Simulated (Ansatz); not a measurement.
Input file for `C=N[SiH2]C`:

```yaml
crystal:
  periodic: [false, false, false]
  atoms:
    - {symbol: C, position_ang: [-0.763161, 2.027245, 0.389895]}
    - {symbol: N, position_ang: [-0.749472, 1.001588, -0.336406]}
    - {symbol: Si, position_ang: [-0.379178, -0.602766, 0.247446]}
    - {symbol: C, position_ang: [1.068583, -1.270958, -0.713192]}
    - {symbol: H, position_ang: [-0.997716, 3.008969, -0.039452]}
    - {symbol: H, position_ang: [-0.550307, 2.023579, 1.471858]}
    - {symbol: H, position_ang: [-0.075141, -0.581643, 1.713351]}
    - {symbol: H, position_ang: [-1.590417, -1.434694, 0.023447]}
    - {symbol: H, position_ang: [0.849512, -1.270178, -1.782993]}
    - {symbol: H, position_ang: [1.292805, -2.295964, -0.407947]}
    - {symbol: H, position_ang: [1.959893, -0.662178, -0.545507]}
basis:
  gaussian: {orbitals: def2-TZVPP}
correlation: {method: ccsd_t}
output: {orbitals: {seedname: orbitals}}
```

```sh
$ ansatz run in.yaml --threads 4 --pin off --events-out ev --progress --plain
```

Log, shortened:

```
Functional definition: HF
1339 factors; integrals over basis functions are off by at most 1.1e-3 eV
mean field evaluation 1: about -11513.6877 eV, gradient 3.8e1 eV
mean field evaluation 2: about -11513.9085 eV, gradient 3.8e1 eV
mean field evaluation 4: about -11517.4639 eV, gradient 4.9e0 eV
mean field evaluation 8: about -11517.5423 eV, gradient 2.7e-1 eV
mean field evaluation 16: about -11517.5430 eV, gradient 2.0e-6 eV
mean field -11517.54302181 eV, -423.2618991806 hartree, gradient 2.0e-6 eV, S^2 0.000000; 0 other end points of the search recorded, 0 dependent functions left out
8 core orbitals not correlated: weight in the atoms' cores, before any rotation towards them, 1.000 or more for the frozen orbitals, at most 0.000 for the correlated occupied ones
reference -11517.54302181 eV, -423.2618991806 hartree; 12, 12 occupied and 213, 213 virtual orbitals, 1339 factors
second order -18.07694421 eV of doubles, -0.00000000 eV of singles
cycle   1  -18.66560419 eV  change   -5.9e-1 eV  update   9.4e-2
cycle   2  -19.18091426 eV  change   -5.2e-1 eV  update   2.9e-2
cycle   3  -19.27785548 eV  change   -9.7e-2 eV  update   1.4e-2
cycle   4  -19.27149317 eV  change    6.4e-3 eV  update   3.6e-3
cycle   5  -19.27229338 eV  change   -8.0e-4 eV  update   1.7e-3
cycle   6  -19.27243394 eV  change   -1.4e-4 eV  update   4.3e-4
cycle   7  -19.27234736 eV  change    8.7e-5 eV  update   1.6e-4
cycle   8  -19.27237155 eV  change   -2.4e-5 eV  update   6.2e-5
cycle   9  -19.27237208 eV  change   -5.3e-7 eV  update   2.5e-5
perturbative correction -0.79418561 eV, -0.0291857830 hartree
Total energy: -11537.60957951 eV, -423.9993315742 hartree
```

Run time 75 s (4 threads of a server CPU on a shared host); peak host memory 4 GiB.

MP2 recovers 90.1 % of the CCSD(T) correlation energy and the triples give 4.0 %; T1 = 0.0118.
